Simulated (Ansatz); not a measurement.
Compare A (`C#CC[SiH2]F`) with its isomer B (`F[SiH]1C=CC1`).

Program: Ansatz. Geometries: PBE0-D4/def2-TZVP. ΔE: electronic, gas phase. CCSD(T)/CBS adds triple-zeta CCSD(T) − MP2 to the extrapolated MP2 energy (def2 sets, frozen cores). Functionals use def2-TZVPP. One conformer a species, not always the lowest.

Problem. Which isomer does CCSD(T)/CBS put lower? Give the gap. (Best estimate.)

Solution. Computed: B, by 80.0 kJ/mol.

Problem. Give E(B) − E(A) in kJ/mol with CCSD/def2-TZVPP, HF/def2-TZVPP, MP2/def2-TZVPP, PBE-D4, ωB97M-V, PBE0-D4, B2PLYP. (Best estimate.)

Solution. The calculation gave: CCSD/def2-TZVPP -77.5, HF/def2-TZVPP -62.3, MP2/def2-TZVPP -76.7, PBE-D4 -93.9, ωB97M-V -87.3, PBE0-D4 -100.1, B2PLYP -71.8. None reverses the order clearly.

Largest T1 diagnostic: 0.012.

In def2-TZVPP, CCSD(T) changes the Hartree–Fock value by −16.9 kJ/mol (the triples alone add −1.7 kJ/mol) and MP2 by −14.4 kJ/mol. From PBE to PBE0 (25 % exact exchange), in def2-TZVPP and without D4, E(B) − E(A) moves by −6.5 kJ/mol.
